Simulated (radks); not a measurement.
These are the eigenvalues of the occupied orbitals of an atom or ion with whole-number occupations (eV). Calculated with a radial shooting solver on a logarithmic mesh with Libxc functionals: scalar-relativistic Kohn-Sham, exchange-only B88, spin-polarised, spherical densities, point nucleus.

1s down: -6999.810
1s up: -6999.806
2s up: -819.2517
2s down: -817.2689
2p up: -697.9579
2p down: -696.4543
3s up: -94.6814
3s down: -89.9475
3p up: -60.7602
3p down: -56.1188
3d up: -8.1921
4s up: -5.0790
4s down: -4.1241
3d down: -4.0839

Which element is it, and in what charge state? The configuration may be excited. Open shells, if any, are filled with parallel spins first.

Answer. Z = 26, iron, charge 0: Fe in [Ar] 3d6 4s2. The list shows which subshells hold electrons but not how many an open one holds; the 1s level, -257.24 hartree, gives Z - s = 22.7 by -(Z - s)^2/2, which with screening and relativity narrows Z to a few neighbours, and the depths of the outer levels then fix element, charge and occupations together.
